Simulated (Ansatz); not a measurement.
Molecule: CBr3Cl, charge 0, multiplicity 1. 
Structure (B3LYP-D3(BJ)/def2-TZVP (Ansatz, a quantum-chemistry and plane-wave program) minimum search):
```
C
Cl 1 1.7664
Br 1 1.9582 2 109.63
Br 1 1.9582 2 109.63 3 120.00
Br 1 1.9582 2 109.63 4 120.00
```

Basis-set convergence of Hartree-Fock and CCSD correlation energies (hartree) with Ansatz. Correlated levels leave the core frozen unless marked. Spin-orbit coupling is left out. Frozen are the shells of the preceding noble gas and the d and f shells that filled before the atom's block. Non-relativistic.

```
basis       functions        E(HF)  E(corr, CCSD)
----------  ---------  -----------  -------------
def2-SVP          128  -8213.43396       -0.67979
def2-TZVPP        217  -8214.59017       -0.89569
def2-QZVPP        394  -8214.75256       -0.97281
```

Extrapolating the two largest sets (X = 3 and 4) as X^-3: E(corr) = (64·(-0.97281) - 27·(-0.89569))/37 = -1.0291 Eh, an estimate of the basis-set limit. The largest set recovers 94.5 % of it, the smallest 66.1 %.
